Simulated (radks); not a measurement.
Results of a calculation; reference values are marked as such.
Spherical quantum dot in the effective-mass picture: electrons in a well V = -V0 / (1 + exp((r - R)/a)) with V0 = 11.4, R = 3.87, a = 0.17, with a point charge +2 (a donor) at the centre, all in effective atomic units (hartree* = m*/eps^2 hartree, bohr* = eps/m* bohr), one dielectric constant everywhere. Level of theory: non-relativistic Kohn-Sham, PBEsol, spin-polarised, spherical densities (a radial shooting solver with Libxc functionals). Levels are named by radial order and angular momentum (1s, 1p, 1d, 2s, ...), and open shells are averaged over m. Each electron was tried in the lowest free levels, single moves between levels near the top were tried too, and the lowest total energy was kept; such a search can miss a lower state. The series stops at N = 31: beyond it a trial failed or the search could not be trusted, so later rows were left out. At N = 1 the Hartree and exchange-correlation terms need not cancel, so that row can carry a self-interaction error.

\begin{tabular}{lrrrrrrr}
N & open shells & 2S & E (hartree*) & mu = E(N) - E(N-1) (hartree*) & addition energy mu(N+1) - mu(N) (hartree*) & e(HOMO) (hartree*) & rms radius (bohr*) \\ \hline
1 & 1s(up 1, down 0) & 1 & -13.3692 & -13.369 & 1.088 & -12.924 & 0.8825 \\
2 & none & 0 & -25.6500 & -12.281 & 1.487 & -11.952 & 1.080 \\
3 & 1p(up 1, down 0) & 1 & -36.4442 & -10.794 & 0.3219 & -10.641 & 1.606 \\
4 & 1p(up 2, down 0) & 2 & -46.9165 & -10.472 & 0.3436 & -10.301 & 1.843 \\
5 & 1p(up 3, down 0) & 3 & -57.0452 & -10.129 & 0.4273 & -9.9559 & 1.990 \\
6 & 1p(up 3, down 0) 2s(up 1, down 0) & 4 & -66.7466 & -9.7014 & 0.3748 & -9.5251 & 2.103 \\
7 & 1p(up 3, down 2) & 1 & -76.0733 & -9.3267 & 0.2925 & -9.1977 & 2.181 \\
8 & none & 0 & -85.1075 & -9.0342 & 0.3914 & -8.8702 & 2.248 \\
9 & 2s(up 1, down 0) & 1 & -93.7503 & -8.6428 & 0.4011 & -8.4727 & 2.306 \\
10 & none & 0 & -101.992 & -8.2417 & 0.5769 & -8.0536 & 2.346 \\
11 & 1d(up 1, down 0) & 1 & -109.657 & -7.6648 & 0.3103 & -7.5099 & 2.398 \\
12 & 1d(up 2, down 0) & 2 & -117.011 & -7.3545 & 0.3112 & -7.1990 & 2.443 \\
13 & 1d(up 3, down 0) & 3 & -124.055 & -7.0433 & 0.3114 & -6.8876 & 2.482 \\
14 & 1d(up 4, down 0) & 4 & -130.786 & -6.7319 & 0.3113 & -6.5762 & 2.516 \\
15 & 1d(up 5, down 0) & 5 & -137.207 & -6.4206 & 0.3919 & -6.2651 & 2.547 \\
16 & 1d(up 5, down 1) & 4 & -143.236 & -6.0288 & 0.3027 & -5.8777 & 2.575 \\
17 & 1d(up 5, down 2) & 3 & -148.962 & -5.7261 & 0.3038 & -5.5743 & 2.601 \\
18 & 1d(up 5, down 3) & 2 & -154.384 & -5.4223 & 0.3044 & -5.2702 & 2.624 \\
19 & 1d(up 5, down 4) & 1 & -159.502 & -5.1179 & 0.3045 & -4.9657 & 2.646 \\
20 & none & 0 & -164.316 & -4.8134 & 0.7192 & -4.6612 & 2.666 \\
21 & 1f(up 1, down 0) & 1 & -168.410 & -4.0942 & 0.2976 & -3.9454 & 2.688 \\
22 & 1f(up 2, down 0) & 2 & -172.206 & -3.7966 & 0.2978 & -3.6477 & 2.709 \\
23 & 1f(up 3, down 0) & 3 & -175.705 & -3.4988 & 0.2978 & -3.3499 & 2.728 \\
24 & 1f(up 4, down 0) & 4 & -178.906 & -3.2010 & 0.2977 & -3.0522 & 2.745 \\
25 & 1f(up 5, down 0) & 5 & -181.810 & -2.9034 & 0.2975 & -2.7546 & 2.762 \\
26 & 1f(up 6, down 0) & 6 & -184.416 & -2.6059 & 0.2973 & -2.4572 & 2.778 \\
27 & 1f(up 7, down 0) & 7 & -186.724 & -2.3086 & 0.3731 & -2.1601 & 2.793 \\
28 & 1f(up 7, down 1) & 6 & -188.660 & -1.9355 & 0.2925 & -1.7893 & 2.807 \\
29 & 1f(up 7, down 2) & 5 & -190.303 & -1.6430 & 0.2928 & -1.4967 & 2.820 \\
30 & 1f(up 7, down 3) & 4 & -191.653 & -1.3503 & 0.2928 & -1.2039 & 2.833 \\
31 & 1f(up 7, down 4) & 3 & -192.710 & -1.0574 & - & -0.91099 & 2.845 \\
\end{tabular}

All shells are closed at N = 2, 8, 10, 20 (there: 1s2 1p6 1d10 2s2); the second difference of the energy has clear peaks (12 % above both neighbours; the first and last values, which can be the largest, are not judged, and half-filled shells can peak too) at N = 2, 5, 10, 15, 20, 27.
